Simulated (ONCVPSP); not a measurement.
**What the settings do to the ONCV potential of I**

Base potential:

```json
{"Element": "iodine", "Generator": "ONCVPSP 4.0.1", "Type": "optimised norm-conserving Vanderbilt (ONCV)", "Functional": "PBE", "Relativity": "fully relativistic", "Frozen core": "[Ar] 3d10", "Valence charge": "25", "Reference configuration": "4s2 4p6 4d10 5s2 5p5", "Partial waves": "4s+5s: rc 1.20 bohr, ncon 4, nbas 7, qcut 8.2 1/bohr, 2 projectors; 4p+5p: rc 1.40 bohr, ncon 5, nbas 8, qcut 12.2 1/bohr, 2 projectors; 4d: rc 1.20 bohr, ncon 5, nbas 10, qcut 12.9 1/bohr, local", "Local potential": "the d channel", "Core correction": "none"}
```

Open shells are filled in proportion to 2j + 1.

All-electron outer shells of the reference configuration (PBE, scalar-relativistic, ld1.x):

```csv
shell,level (eV),outermost node (bohr),outermost maximum (bohr)
3p,-859.35,0.13,0.28
3d,-605.97,–,0.23
4s,-180.60,0.37,0.68
4p,-127.57,0.37,0.72
4d,-50.28,0.35,0.78
5s,-17.41,0.88,1.70
5p,-7.09,0.96,2.02
```

Cutoffs, loose and tight: the cutoffs (Ha) at which the residual kinetic energy of the hardest occupied pseudo-wave falls to 1 and 0.1 mHa per electron. They do not see the model core or the augmentation charge, which bear on the density cutoff. Test errors are all-electron minus pseudo excitation energies from the reference, over the configurations 4s2 4p6 4d10 5s2 5p4; 4s2 4p6 4d10 5s2 5p3; 4s2 4p6 4d10 5s2 5p2; 4s2 4p5 4d10 5s2 5p5. A dash means not determined; rows that change the core or the reference have their own tests.

| change | outcome | cutoff, loose | cutoff, tight | bound ghosts | GHOST(+) flags above zero | largest test error (meV) |
| --- | --- | --- | --- | --- | --- | --- |
| base | generated, misses its reference levels by 1.03 eV | 57 Ha | 95 Ha | none | none | -32 |
| s: rc 0.94 | failed: test_data: rc < rc(lloc) for l = 0. Not allowed. | – | – | – | – | – |
| p: qcut 15.4 | generated, misses its reference levels by 1.03 eV | 62 Ha | 95 Ha | none | none | +7.5 |
| s: qcut 8.9 | generated, misses its reference levels by 1.03 eV | 57 Ha | 66 Ha | none | s | -34 |
| reference 4s2 4p6 4d10 5s1 5p6 | generated, misses its reference levels by 1.04 eV | 57 Ha | 95 Ha | none | none | -218 |
| scalar-relativistic | generated | 57 Ha | 95 Ha | none | none | -124 |
| functional Wu-Cohen | generated, misses its reference levels by 1.04 eV | 57 Ha | 95 Ha | none | none | -31 |

Problem. What comes out with this change to the base: core [Kr], valence charge 17; reference 4d10 5s2 5p4; waves now 5s: rc 1.50 bohr, ncon 3, nbas 6, qcut 4.8 1/bohr, 2 projectors, debl 1.8 Ha; 5p: rc 1.75 bohr, ncon 4, nbas 7, qcut 4.3 1/bohr, 3 projectors, debl 1.8 Ha; 4d: rc 0.95 bohr, ncon 3, nbas 6, qcut 10.9 1/bohr, local?

Solution. outcome: failed: ERROR pspot: first pseudo wave function has node, program will stop. Cause: the optimised pseudo-wave of the first projector has a node, so the radial equation cannot be inverted for a potential.

Problem. What comes out with this change to the base: s: qcut 10.3; p: qcut 15.3; d: qcut 16.1?

Solution. outcome: generated, misses its reference levels by 1.04 eV; cutoff, loose: 58 Ha; cutoff, tight: 69 Ha; bound ghosts: none; GHOST(+) flags above zero: s; largest test error (meV): -8.7.

Problem. What comes out with this change to the base: p: rc 1.32?

Solution. outcome: generated, misses its reference levels by 1.03 eV; cutoff, loose: 57 Ha; cutoff, tight: 95 Ha; bound ghosts: none; GHOST(+) flags above zero: none; largest test error (meV): -19.
